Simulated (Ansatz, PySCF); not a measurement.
System: prop-2-enylboronic acid, C₃H₇BO₂ (charge 0, singlet). SMILES: C=CCB(O)O
Structure (B3LYP-D3(BJ)/def2-TZVP (Ansatz, an electronic-structure program) minimum search):
```
C
H 1 1.0913
H 1 1.0988 2 106.96
C 1 1.4998 2 110.70 3 -118.63
C 4 1.3276 1 125.17 2 -6.12
H 5 1.0825 4 121.51 1 -178.85
H 5 1.0845 6 116.90 4 179.94
H 4 1.0861 5 119.04 6 -0.42
B 1 1.5790 2 110.13 3 115.68
O 9 1.3702 1 118.30 2 -7.89
H 10 0.9627 9 116.19 1 -178.88
O 9 1.3715 10 123.67 11 0.36
H 12 0.9620 9 116.41 10 1.05
```

Unscaled harmonic wavenumbers (cm⁻¹) in rising order, each level at the stationary point that it reaches from this structure (no distance between atoms moves by over 0.3 Å); the order of modes can differ between levels, and a negative number is imaginary. B3LYP-D3(BJ)/def2-TZVP (PySCF, at the structure above): 19, 90, 191, 365, 388, 437, 461, 517, 613, 642, 810, 869, 934, 941, 949, 1018, 1034, 1081, 1210, 1230, 1332, 1363, 1404, 1445, 1466, 1702, 2989, 3079, 3130, 3141, 3213, 3815, 3827.

HF/3-21G (Ansatz): 37, 88, 203, 389, 421, 432, 482, 532, 635, 687, 867, 962, 972, 998, 1058, 1099, 1163, 1198, 1337, 1368, 1465, 1490, 1526, 1606, 1621, 1852, 3140, 3240, 3307, 3336, 3383, 3927, 3935. Zero-point energy 69.7 against 65.3 kcal/mol; where all levels lie over 400 cm⁻¹, the wavenumbers are on average 1.072 times those of B3LYP-D3(BJ)/def2-TZVP.

B3LYP/6-31G* (Ansatz): 25, 89, 188, 357, 386, 439, 463, 526, 616, 644, 811, 870, 922, 945, 955, 1038, 1047, 1086, 1223, 1241, 1338, 1382, 1430, 1468, 1489, 1726, 3003, 3093, 3148, 3157, 3231, 3758, 3769. Zero-point energy 65.6 against 65.3 kcal/mol; where all levels lie over 400 cm⁻¹, the wavenumbers are on average 1.006 times those of B3LYP-D3(BJ)/def2-TZVP.
